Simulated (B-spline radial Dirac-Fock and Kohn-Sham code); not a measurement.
**Widths and yields of inner-shell holes in Mn⁺**

System: the Mn⁺ ion, [Ar] 3d5 4s1.

Input file task.json (cfg lists n, l and occupation; rrms is the nuclear radius in fm):

```json
{"items": [{
  "Z": 25,
  "q": 1,
  "cfg": [[1, 0, 2], [2, 0, 2], [2, 1, 6], [3, 0, 2], [3, 1, 6], [3, 2, 5], [4, 0, 1]],
  "A": 55,
  "rrms": 3.7057,
  "do": ["binding", "quiet", "decay"],
  "holes": ["K", "L1", "L2", "L3", "M1", "M2", "M3"]
}]}
```

Command: `python xray_run.py task.json out`

Level of theory: independent-particle radiative and Coulomb Auger rates from relativistic LDA hole-state orbitals, with Dirac-Fock energies; a radial finite-basis atomic code.

Partial widths are in eV. Coster-Kronig decay leaves a hole in the same principal shell; its rates are the weakest part of the model, often 1.5 to 2.5 times too large and more for N holes. Holes without an open Auger channel, or with an unreliable SCF state, are not listed.

```
      hole  radiative     Auger  Coster-Kronig  total  fluorescence yield  lifetime (fs)
    K (1s)      0.346     0.746              0   1.09               0.317          0.603
   L1 (2s)    0.00237     0.285           5.16   5.44            0.000435          0.121
L2 (2p1/2)    0.00152     0.367              0  0.369             0.00414           1.79
L3 (2p3/2)    0.00151     0.373              0  0.375             0.00404           1.76
M2 (3p1/2)   3.06e-05         0          0.974  0.974            3.15e-05          0.676
M3 (3p3/2)   2.94e-05  1.11e-16          0.947  0.947            3.10e-05          0.695
```

Values without a named source are computed, but for edge energies of neutral atoms, which are taken from tables.
